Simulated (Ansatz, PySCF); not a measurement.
Energy difference 2 R1 + R2 → 2 P1, each structure at its B3LYP-D3(BJ)/def2-TZVP stationary point, reached from a drawn start (curvature not checked).
R1, HfO (SMILES [O]=[Hf]) (charge 0, multiplicity 1, Z-matrix in Å and degrees):
```
Hf
O 1 1.7334
```
P1: HfO2 (SMILES [O]=[Hf]=[O]), charge 0, multiplicity 1.
R2: O2 (SMILES O=O), charge 0, multiplicity 3.

P less R. No zero-point or thermal terms; singlets are restricted closed shells; open shells are unrestricted; no spin–orbit coupling. The spin states of the d-block species are the ones drawn and need not be the lowest.

Frozen-core correlation throughout.

Run with Ansatz (a first-principles code) with Gaussian orbitals; PySCF for the D3/D4 terms. No computed number here is a measurement. Elements past Kr take the def2 small-core potentials, without spin–orbit coupling.

Task: Estimate the reaction energy that BLYP-D4/def2-TZVPP returns for this input.

Result: -5.52 eV

Task: Give the reaction energy at the level B2PLYP-D4/def2-TZVPP.

Result: -5.69 eV

Task: What is the computed reaction energy (revPBE/def2-TZVPP)?

Result: -5.72 eV
